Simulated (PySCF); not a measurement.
Compound: pentafluorogermanate anion, GeF5 (charge -1).
Structure used (PBE0-D3(BJ)/def2-SVP), in Å, numbered top down from 1:
```
atom  x, y, z in Å
F1    -1.7263   -0.0789   -0.3955
Ge2    0.0047   -0.0053   -0.0074
F3     0.2057    1.3032   -1.1563
F4    -0.3837    0.3604    1.6623
F5     0.1897   -1.6718   -0.5198
F6     1.7372    0.0619    0.3739
```

Lines to be assigned: F 1s: 686.34 (area 2), 686.93 (area 3) eV.

The calculation used delta-SCF UKS SCAN, pcX-2 on the ionised atom, pcseg-1 elsewhere, spin-free X2C in PySCF. Isolated species at its PBE0-D3(BJ)/def2-SVP geometry, gas phase. The geometry's basis has no diffuse functions, a weakness for an anion.

**Question.** Order the fluorine atoms by F 1s binding energy.

**Answer.** 686.34 eV: F1/F6 (fluorine bonded to Ge); 686.93 eV: F3/F4/F5 (fluorine bonded to Ge). The listed F 1s values span 0.59 eV, from F1/F6 (bonded to Ge) to F3/F4/F5 (bonded to Ge). Summing the Pauling electronegativity differences to the bonded atoms, each weighted by its formal bond order, gives -1.97 for the lowest site and -1.97 for the highest; the sum is the same at every site.

Bonded neighbours of each site: F1/F6: Ge; F3/F4/F5: Ge.

**Question.** Which photon wavelength matches the F 1s of F3/F4/F5 threshold?

**Answer.** λ = hc/E = 12398.42 eV Å / 686.93 eV = 18.049 Å.

The first atom of each set that the bonding makes equivalent was ionised and stands for the set. No level of germanium is listed. The species carries charge -1, so core ionisation leaves a neutral species. The basis sets have no added diffuse functions.

Hardware: an Arm Neoverse N1 with one thread (shared host). Cost: 14 s, 0.52 GiB resident at most.
